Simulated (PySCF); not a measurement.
CH7GeNOSi, SMILES [OH][Ge@@H]1[NH]C[SiH2]1.

Geometry optimised at B3LYP-D3(BJ)/def2-SVP. The structure was generated by enumeration; whether it is a known compound was not checked. Other conformers were not sampled.

All values below come from PBE0/def2-TZVP in PySCF.

Estimate the frontier levels, gap, dipole moment and polarisability. (Estimate from the structure and the level; the computed values follow.)


```yaml
highest_occupied_level: -6.61 eV
lowest_empty_level: -0.10 eV
orbital_gap: 6.51 eV
dipole_moment: 1.18 D
quadrupole, principal values (traceless, Buckingham form, about the centre of nuclear charge): -9.15, 1.85, 7.30 D·Å
mean_static_polarisability: 79.6 bohr³ (11.80 Å³)
polarisability_principal_values: 68.1, 75.9, 94.9 bohr³
```
